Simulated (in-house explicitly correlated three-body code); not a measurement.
Computed with an exponentially correlated three-body code. Model: two electrons around a point charge, non-relativistic, variational in 260 exponentially correlated functions (energies converged to about 1e-7 hartree, or 1e-8 relative for large Z).

For two electrons in a singlet the Kohn-Sham orbital is the square root of half the density, so the exact Kohn-Sham potential and energy parts follow from the density alone, and exchange is minus half the Hartree energy. The Kohn-Sham level equals minus the binding energy of the second electron.

Command:
```bash
python run_hyl.py task.json out
```
Settings (lengths in bohr, energies in hartree):
```
Z                      3.24
interaction_strength   1
functions              260
states_tried           13
```

Cost of the run: 14 s on 1 thread of AMD EPYC 9R45 96-Core Processor (Zen 5), on a shared host.

**Those bound S and P states to n = 4 that converged, binding against the one-electron ion.**

Given: nuclear charge 3.24.

Computed: one-electron threshold -5.2488 hartree.

| term | energy (hartree) | binding (eV) | quantum defect |
| --- | --- | --- | --- |
| 1 1S | -8.62770354 | 91.945 | 0.13832 |
| 2 3S | -6.00142809 | 20.48 | 0.17424 |
| 2 1S | -5.92148562 | 18.305 | 0.068801 |
| 2 3P | -5.90892113 | 17.963 | 0.050509 |
| 2 1P | ? | ? | ? |
| 3 3S | -5.56149893 | 8.509 | 0.1675 |
| 3 1S | -5.54047557 | 7.9369 | 0.067196 |
| 3 3P | -5.53728923 | 7.8502 | 0.051045 |
| 3 1P | -5.52507707 | 7.5179 | -0.013426 |
| 4 3S | -5.41942364 | 4.6429 | 0.16546 |
| 4 1S | -5.410972 | 4.4129 | 0.066809 |
| 4 3P | ? | ? | ? |
| 4 1P | -5.40456314 | 4.2385 | -0.013291 |

Question: What belongs in the row 2 1P?

Answer: energy (hartree): -5.8676575; binding (eV): 16.84; quantum defect: -0.013435.

Question: What belongs in the row 4 3P?

Answer: energy (hartree): -5.40968698; binding (eV): 4.378; quantum defect: 0.051132.

**Converged states only, values per electron or pair.**

```
term  mean r (bohr)  mean r squared (bohr²)  mean inverse r (1/bohr)  mean r12 (bohr)  mean inverse r12 (1/bohr)  mean cosine  mean p1 dot p2 (bohr⁻²)  delta r1 (bohr⁻³)  delta r12 (bohr⁻³)
1 1S        0.52458                 0.37364                   2.9279           0.7879                     1.7172    -0.040487                  0.32045             8.7793             0.71094
2 3S         1.3612                  3.1168                   1.9307           2.3287                    0.50785    -0.011962                 0.020078             5.7713                   -
2 1S              ?                       ?                        ?                ?                          ?            ?                        ?                  ?                   ?
2 3P         1.2789                  2.7918                    1.911           2.1825                    0.56517    -0.056951                 -0.38696             5.3353                   -
2 1P         1.3667                  3.2305                   1.8964           2.3155                    0.55317     0.013731                   0.3252             5.4257            0.014778
3 3S         2.9261                  16.632                    1.753           5.4173                    0.23631   -0.0036045                0.0055651             5.5103                   -
3 1S         3.1137                  19.016                   1.7473           5.7883                    0.24176   -0.0044765                0.0072477             5.4991              0.0263
3 3P              ?                       ?                        ?                ?                          ?            ?                        ?                  ?                   -
3 1P         3.0484                  18.421                   1.7435           5.6555                    0.24748    0.0038046                  0.09421             5.4161           0.0049993
4 3S         5.1607                  54.805                   1.6935           9.8735                    0.13518   -0.0015035                0.0022652             5.4525                   -
4 1S         5.4125                  60.548                   1.6912           10.376                    0.13721   -0.0019084                0.0030343             5.4488            0.010977
4 3P          5.229                  56.832                   1.6913           10.012                    0.14031   -0.0061021                 -0.03915             5.4048                   -
4 1P         5.4006                  60.752                   1.6896           10.351                    0.13949    0.0015571                 0.039337             5.4143           0.0021988
```

Question: What belongs in the row 2 1S?

Answer: mean r (bohr): 1.486; mean r squared (bohr²): 3.8103; mean inverse r (1/bohr): 1.9096; mean r12 (bohr): 2.5616; mean inverse r12 (1/bohr): 0.53098; mean cosine: -0.014306; mean p1 dot p2 (bohr⁻²): 0.024655; delta r1 (bohr⁻³): 5.7148; delta r12 (bohr⁻³): 0.089851.

Question: What belongs in the row 3 3P?

Answer: mean r (bohr): 2.9194; mean r squared (bohr²): 16.814; mean inverse r (1/bohr): 1.7476; mean r12 (bohr): 5.4085; mean inverse r12 (1/bohr): 0.2498; mean cosine: -0.015094; mean p1 dot p2 (bohr⁻²): -0.098329; delta r1 (bohr⁻³): 5.3927.

**Exact Kohn-Sham parts of the ground state from its density.**

Computed: Kohn-Sham kinetic 8.5874 hartree; Hartree energy 3.6025 hartree; exchange energy -1.8012 hartree; DFT correlation energy -0.043737 hartree; kinetic part of the DFT correlation energy 0.040314 hartree; potential part of the DFT correlation energy -0.084051 hartree; exact minus restricted Hartree-Fock -0.043724 hartree; Kohn-Sham level -91.945 eV; dipole polarisability 0.13502 bohr³; C6 of two such species 0.046165 hartree·bohr⁶.

Question: What is the restricted Hartree-Fock level?

Answer: -92.276 eV.

Question: What is the total energy?

Answer: -8.62770354 hartree.

**Density and exact potentials over r, pair density (one pair, times 4 pi r12^2) and exact minus Kohn-Sham pair density over r12.**

```tsv
radius (bohr)	radial density (electrons/bohr)	exchange potential (hartree)	intracule density (1/bohr)	Coulomb hole against Kohn-Sham (1/bohr)	correlation potential (hartree)
0.0655	0.62111	-2.8637	0.039673	-0.01265	-0.041
0.0763	0.78673	-2.8437	0.053837	-0.01651	-0.037
0.0888	0.9842	-2.8181	0.072793	-0.02135	-0.033
0.103	?	?	?	?	?
0.12	?	?	?	?	?
0.14	1.771	-2.6933	0.17625	-0.04283	-0.015
0.163	2.0792	-2.6302	0.23399	-0.05212	-0.008
0.19	2.3888	-2.5531	0.30828	-0.06182	0
0.221	2.6694	-2.4622	0.39949	-0.0707	0.008
0.257	2.8963	-2.356	0.50908	-0.07734	0.014
0.299	3.0389	-2.2337	0.63572	-0.07981	0.02
0.348	3.0676	-2.096	0.77344	-0.07594	0.023
0.405	2.9619	-1.9451	0.91007	-0.06406	0.025
0.471	2.7195	-1.7848	1.0272	-0.04406	0.024
0.548	2.3557	-1.6178	1.1032	-0.01793	0.021
0.638	1.9068	-1.4486	1.1148	0.009652	0.017
0.743	1.4273	-1.2827	1.0462	0.03211	0.012
0.864	0.98043	-1.1263	0.90021	0.04358	0.008
1.01	0.59675	-0.97664	0.69096	0.04216	0.005
1.17	0.33275	-0.84924	0.47771	0.03153	0.003
1.36	0.15976	-0.7334	0.28415	0.01774	0.002
1.59	0.06295	-0.6284	0.13863	0.00653	0.001
```

Question: What belongs in the row 0.103?

Answer: radial density (electrons/bohr): 1.2102; exchange potential (hartree): -2.7863; intracule density (1/bohr): 0.097514; Coulomb hole against Kohn-Sham (1/bohr): -0.02716; correlation potential (hartree): -0.028.

Question: What belongs in the row 0.12?

Answer: radial density (electrons/bohr): 1.4754; exchange potential (hartree): -2.7452; intracule density (1/bohr): 0.13128; Coulomb hole against Kohn-Sham (1/bohr): -0.03436; correlation potential (hartree): -0.022.

The correlation energy of density-functional theory lies 0.013 millihartree below exact minus Hartree-Fock, because the Hartree-Fock density, unlike the exact one, minimises the Hartree-Fock energy.
